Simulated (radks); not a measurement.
Problem. Species: Cr XVI. Configuration: [He] 2s2 2p5 (the NIST ground configuration). Method: Dirac Kohn-Sham, LB94 model potential, spin-unpolarised, spherical densities, finite nucleus; open shells fill j = l - 1/2 first; Fermi nuclear charge, rms radius 3.6452 fm; computed with a radial shooting solver on a logarithmic mesh with Libxc functionals. Some entries of the table are withheld. Estimate them.

orbital  occ.  eigenvalue (eV)  <1/r> (bohr^-1)
1s1/2       2              (1)              (2)
2s1/2       2        -1186.828            5.213
2p1/2       2        -1097.012            5.187
2p3/2       3        -1087.444            5.109
3s1/2       0        -466.8407            2.094
3p1/2       0              (3)            2.055
3p3/2       0              (4)            2.036

Solution. 
(1) 1s1/2 eigenvalue (eV): -6509.117
(2) 1s1/2 <1/r> (bohr^-1): 23.94
(3) 3p1/2 eigenvalue (eV): -440.2490
(4) 3p3/2 eigenvalue (eV): -437.9419
